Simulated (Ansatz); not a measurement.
# Nudged elastic band run: C2H3Zn, charge +1

The input (input.yaml):

```yaml
crystal:
  periodic: [false, false, false]
  atoms:
    - { symbol: C, position_ang: [-0.755563, -0.529618, -0.644066] }
    - { symbol: C, position_ang: [0.302457, -0.072365, -1.079845] }
    - { symbol: Zn, position_ang: [0.297467, 0.395085, 1.132661] }
    - { symbol: H, position_ang: [-1.7158, -0.967809, -0.361158] }
    - { symbol: H, position_ang: [1.208928, 0.294963, -1.567285] }
    - { symbol: H, position_ang: [0.662522, 0.879743, 2.519703] }
total_charge: 1
basis:
  gaussian: { orbitals: def2-SVPD }
hamiltonian:
  xc: pbe
  dispersion: d4
neb:
  order_check: false
  images: 7
  f_tol: 0.05
  max_iterations: 60
  final_atoms:
    - { symbol: C, position_ang: [-0.81821388, -0.64581629, -1.03893859] }
    - { symbol: C, position_ang: [-0.15595961, -0.10696521, -0.12210375] }
    - { symbol: Zn, position_ang: [0.69663326, 0.68407371, 1.51616954] }
    - { symbol: H, position_ang: [-1.37811782, -1.11053534, -1.85717139] }
    - { symbol: H, position_ang: [0.35973067, -0.08420713, -1.2756056] }
    - { symbol: H, position_ang: [1.29593839, 1.26344925, 2.77765979] }
  initial_path:
    images:
      - { positions_ang: [[-0.755563, -0.529618, -0.644066], [0.302457, -0.072365, -1.079845], [0.297467, 0.395085, 1.132661], [-1.7158, -0.967809, -0.361158], [1.208928, 0.294963, -1.567285], [0.662522, 0.879743, 2.519703]] }
      - { positions_ang: [[-0.65512188, -0.4777487, -0.64683165], [0.4091538, -0.00630877, -1.02345222], [0.31187176, 0.41558377, 1.18979053], [-1.61181849, -0.93105116, -0.44263489], [0.93334397, 0.13237965, -1.66172054], [0.61258184, 0.86714423, 2.58485878]] }
      - { positions_ang: [[-0.55468076, -0.42587941, -0.64959731], [0.51585061, 0.05974745, -0.96705944], [0.32627652, 0.43608253, 1.24692006], [-1.50783698, -0.89429332, -0.52411178], [0.65775993, -0.03020371, -1.75615608], [0.56264168, 0.85454545, 2.65001455]] }
      - { positions_ang: [[-0.45423964, -0.37401011, -0.65236296], [0.62254741, 0.12580368, -0.91066666], [0.34068128, 0.4565813, 1.3040496], [-1.40385547, -0.85753549, -0.60558868], [0.3821759, -0.19278706, -1.85059162], [0.51270151, 0.84194668, 2.71517033]] }
      - { positions_ang: [[-0.35379852, -0.32214082, -0.65512862], [0.72924422, 0.19185991, -0.85427388], [0.35508604, 0.47708007, 1.36117913], [-1.29987396, -0.82077765, -0.68706557], [0.10659186, -0.35537041, -1.94502717], [0.46276135, 0.8293479, 2.7803261]] }
      - { positions_ang: [[-0.46990236, -0.40305968, -0.75108111], [0.50794326, 0.11715363, -0.67123135], [0.44047285, 0.52882848, 1.39992673], [-1.31943492, -0.89321707, -0.97959202], [0.16987657, -0.28757959, -1.77767177], [0.67105561, 0.93787324, 2.77965953]] }
      - { positions_ang: [[-0.5860062, -0.48397855, -0.8470336], [0.2866423, 0.04244735, -0.48818882], [0.52585965, 0.58057689, 1.43867434], [-1.33899589, -0.96565649, -1.27211848], [0.23316127, -0.21978877, -1.61031638], [0.87934987, 1.04639858, 2.77899295]] }
      - { positions_ang: [[-0.70211004, -0.56489742, -0.9429861], [0.06534135, -0.03225893, -0.30514628], [0.61124645, 0.6323253, 1.47742194], [-1.35855686, -1.03809591, -1.56464494], [0.29644597, -0.15199795, -1.44296099], [1.08764413, 1.15492392, 2.77832637]] }
      - { positions_ang: [[-0.81821388, -0.64581629, -1.03893859], [-0.15595961, -0.10696521, -0.12210375], [0.69663326, 0.68407371, 1.51616954], [-1.37811782, -1.11053534, -1.85717139], [0.35973067, -0.08420713, -1.2756056], [1.29593839, 1.26344925, 2.77765979]] }
```

Run as:

```bash
$ ansatz run input.yaml --threads 2 --pin off --max-ram 3072MiB --backend cpu --events-out ev --progress --plain --runs-dir out
```

Output, in part (warnings, iteration lines, the closing report on the highest movable image, with atoms numbered from 0; the dipole of an ion depends on the origin):

```
NEB end point (image 0): max|allowed force component| = 1.266e-2 eV/Å (the criterion of neb.relax_end_points is 1.000e-2)
NEB end point (image 8): max|allowed force component| = 1.916e-3 eV/Å (the criterion of neb.relax_end_points is 1.000e-2)
NEB iter   1: max|band force component| = 2.381e1 eV/Å  barrier→ = 4.1325 eV  barrier← = 3.3807 eV  Δτ_max = 0.1969 Å  (272 SCF iters)
NEB iter   2: max|band force component| = 2.094e0 eV/Å  barrier→ = 2.3198 eV  barrier← = 1.5680 eV  Δτ_max = 0.1983 Å  (246 SCF iters)
NEB iter   3: max|band force component| = 2.152e0 eV/Å  barrier→ = 1.8451 eV  barrier← = 1.0933 eV  Δτ_max = 0.2000 Å  (240 SCF iters)
NEB iter   4: max|band force component| = 1.468e0 eV/Å  barrier→ = 1.5329 eV  barrier← = 0.7811 eV  Δτ_max = 0.2000 Å  (242 SCF iters)
NEB iter   5: max|band force component| = 1.330e0 eV/Å  barrier→ = 1.3348 eV  barrier← = 0.5830 eV  Δτ_max = 0.1984 Å  (237 SCF iters)
NEB iter   6: max|band force component| = 3.020e0 eV/Å  barrier→ = 1.2061 eV  barrier← = 0.4543 eV  Δτ_max = 0.1013 Å  (226 SCF iters)
NEB iter   7: max|band force component| = 1.411e0 eV/Å  barrier→ = 1.0293 eV  barrier← = 0.2775 eV  Δτ_max = 0.2000 Å  (233 SCF iters)
NEB iter   8: max|band force component| = 9.647e-1 eV/Å  barrier→ = 0.8642 eV  barrier← = 0.1124 eV  Δτ_max = 0.2000 Å  (242 SCF iters)
NEB iter   9: max|band force component| = 7.237e-1 eV/Å  barrier→ = 0.7782 eV  barrier← = 0.0264 eV  Δτ_max = 0.2000 Å  (241 SCF iters)
NEB iter  10: max|band force component| = 1.698e0 eV/Å  barrier→ = 0.7838 eV  barrier← = 0.0320 eV  Δτ_max = 0.1004 Å  (240 SCF iters)
NEB iter  11: max|band force component| = 6.520e-1 eV/Å  barrier→ = 0.7745 eV  barrier← = 0.0227 eV  Δτ_max = 0.0985 Å  (230 SCF iters)
NEB iter  12: max|band force component| = 7.087e-1 eV/Å  barrier→ = 0.7644 eV  barrier← = 0.0126 eV  Δτ_max = 0.0507 Å  (224 SCF iters)
NEB iter  13: max|band force component| = 3.934e-1 eV/Å  barrier→ = 0.7548 eV  barrier← = 0.0030 eV  CI = image 7  Δτ_max = 0.0504 Å  (210 SCF iters)
NEB iter  14: max|band force component| = 2.341e-1 eV/Å  barrier→ = 0.7602 eV  barrier← = 0.0084 eV  CI = image 7  Δτ_max = 0.0502 Å  (212 SCF iters)
NEB iter  15: max|band force component| = 2.036e-1 eV/Å  barrier→ = 0.7618 eV  barrier← = 0.0101 eV  CI = image 7  Δτ_max = 0.0249 Å  (207 SCF iters)
NEB iter  16: max|band force component| = 1.031e-1 eV/Å  barrier→ = 0.7623 eV  barrier← = 0.0105 eV  CI = image 7  Δτ_max = 0.0229 Å  (211 SCF iters)
NEB iter  17: max|band force component| = 3.388e-2 eV/Å  barrier→ = 0.7625 eV  barrier← = 0.0107 eV  CI = image 7  Δτ_max = 0.0000 Å  (432 SCF iters)
Total energy: -50513.39162964 eV, -1856.3329031828 hartree
Atom 0 at    -0.849130    -0.647519    -1.024231 Å, force    -0.037707    -0.019474     0.025603 eV/Å
Atom 1 at    -0.075234    -0.084169    -0.215223 Å, force     0.022351     0.004749    -0.042138 eV/Å
Atom 2 at     0.679863     0.669831     1.485052 Å, force     0.001966     0.001093     0.007307 eV/Å
Atom 3 at    -1.468150    -1.127877    -1.789553 Å, force     0.008554     0.006067    -0.009045 eV/Å
Atom 4 at     0.509154    -0.029524    -1.251803 Å, force     0.007372     0.008966     0.023859 eV/Å
Atom 5 at     1.203508     1.219257     2.795768 Å, force    -0.002536    -0.001401    -0.005587 eV/Å
Dipole moment:    -0.422487    -0.453877    -1.092546 e Å
```

The forces met the threshold. A vibrational analysis at the climbing image gives one clearly imaginary mode, 450i cm⁻¹: a first-order saddle point. The orbitals stay closed-shell, which can raise the energy where a bond breaks towards radicals; this wasn't checked here.

Final band (atoms are numbered from 1 in the order of the input):

| image | path coordinate (Å) | energy (eV) | C1–Zn3 (Å) |
| --- | --- | --- | --- |
| 0 | 0.00 | 0.00 | 2.26 |
| 1 | 0.36 | 0.02 | 2.41 |
| 2 | 0.71 | 0.09 | 2.60 |
| 3 | 1.07 | 0.17 | 2.80 |
| 4 | 1.42 | 0.29 | 2.98 |
| 5 | 1.78 | 0.45 | 3.11 |
| 6 | 2.13 | 0.65 | 3.18 |
| 7 | 2.49 | 0.76 | 3.22 |
| 8 | 2.75 | 0.75 | 3.25 |

Time of the run: 110 s on 2 threads of AMD EPYC 7R13 Processor (Zen 3) (shared host), peak memory 0.14 GiB.
